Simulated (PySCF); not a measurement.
# Which determinant of TeC lies lowest?

Unrestricted PBE0; PySCF, scalar-relativistic core potentials, basis sets Te cc-pVDZ-PP with ECP28, C cc-pVDZ. Outer shells of the fragments: Te 4d10 5s2 5p4; C 2s2 2p2.

Followed along the bond (rough minima from three points):

```tsv
2Ms+1	unpaired	⟨S²⟩ at the start	R at minimum (Å)	Te (eV)
1	none	0.00	1.90	0.00
3	σ ↑, π ↑	2.21	1.94	2.09
5	σ ↑, π ↑↑↑	6.00	none in the scan	≤ 3.46
```

Solutions found at the starting distance of 2.030 Å, counted from the lowest of them; the search is not exhaustive and high or unbound solutions are not listed, so other states can lie among these:

```json
{"2Ms+1": "1", "unpaired": "none", "term": "¹Σ⁺", "E (eV)": "0.00", "⟨S²⟩": "0.00", "⟨Lz²⟩": "0.00", "μ (D)": "-2.05"}
{"2Ms+1": "3", "unpaired": "σ ↑, π ↑", "term": "³Π", "E (eV)": "1.94", "⟨S²⟩": "2.21", "⟨Lz²⟩": "1.00", "μ (D)": "-1.06"}
{"2Ms+1": "3", "unpaired": "π ↑↑", "term": "mixed", "E (eV)": "1.94", "⟨S²⟩": "2.01", "⟨Lz²⟩": "2.01", "μ (D)": "-2.45"}
{"2Ms+1": "3", "unpaired": "π ↑↑", "term": "mixed", "E (eV)": "2.43", "⟨S²⟩": "2.01", "⟨Lz²⟩": "2.01", "μ (D)": "-2.12"}
{"2Ms+1": "1", "unpaired": "σ ↑, π ↓", "term": "mixed", "E (eV)": "2.47", "⟨S²⟩": "1.01", "⟨Lz²⟩": "1.03", "μ (D)": "-1.35"}
{"2Ms+1": "1", "unpaired": "π ↑↓", "term": "mixed", "E (eV)": "2.54", "⟨S²⟩": "1.01", "⟨Lz²⟩": "2.01", "μ (D)": "-1.99"}
{"2Ms+1": "5", "unpaired": "σ ↑, π ↑↑↑", "term": "⁵Π", "E (eV)": "3.29", "⟨S²⟩": "6.00", "⟨Lz²⟩": "1.00", "μ (D)": "-1.46"}
{"2Ms+1": "3", "unpaired": "σ ↑, π ↑↑↓", "term": "mixed", "E (eV)": "4.30", "⟨S²⟩": "3.01", "⟨Lz²⟩": "3.01", "μ (D)": "-1.97"}
{"2Ms+1": "5", "unpaired": "π ↑↑↑↑", "term": "⁵Σ⁺", "E (eV)": "4.40", "⟨S²⟩": "6.01", "⟨Lz²⟩": "0.00", "μ (D)": "-4.30"}
{"2Ms+1": "1", "unpaired": "σ ↑, π ↑↓↓", "term": "mixed", "E (eV)": "4.45", "⟨S²⟩": "2.02", "⟨Lz²⟩": "3.01", "μ (D)": "-1.92"}
```

A term symbol is given only where ⟨S²⟩ and ⟨Lz²⟩ are close to those of a pure state; real π, δ and φ orbitals otherwise mix terms. A positive dipole means Te(−)C(+).

Q: Compare the gap between the two lowest followed solutions at the starting distance with the gap between their minima.

A: At PBE0 the second solution (triplet, unpaired electrons σ ↑, π ↑) lies +1.94 eV from the first (singlet, closed shell) at 2.030 Å and +2.09 eV at the minima; the two curves relax by different amounts, since their minima lie near 1.94 and 1.90 Å.

Spin–orbit coupling is left out. Counting both spins, an empty level lies below a filled one in some of these solutions, because spin and occupation are held.
